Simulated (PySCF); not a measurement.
Computed Raman spectrum (relative Raman activity) of a molecule CH3NO2Si. Geometry optimised at PBE0-D3(BJ)/def2-SVP. The values are those of a single conformer. Level of theory: PBE0-D3(BJ)/def2-SVP in PySCF. Frequencies are harmonic and unscaled.

ν (cm⁻¹): 598 (vw), 754 (w), 835 (w), 910 (w), 939 (w), 973 (w), 1548 (m), 2254 (vs), 2301 (vs), 3935 (s) (against the strongest line: vs over 80 %, s over 45 %, m over 15 %, w over 4 %, vw less)

Task: Identify the compound among the candidates.
A. N#CO[SiH2]O
B. O=C=N[SiH2]O
C. O[Si@H]1N=CO1

Result: B, O=C=N[SiH2]O
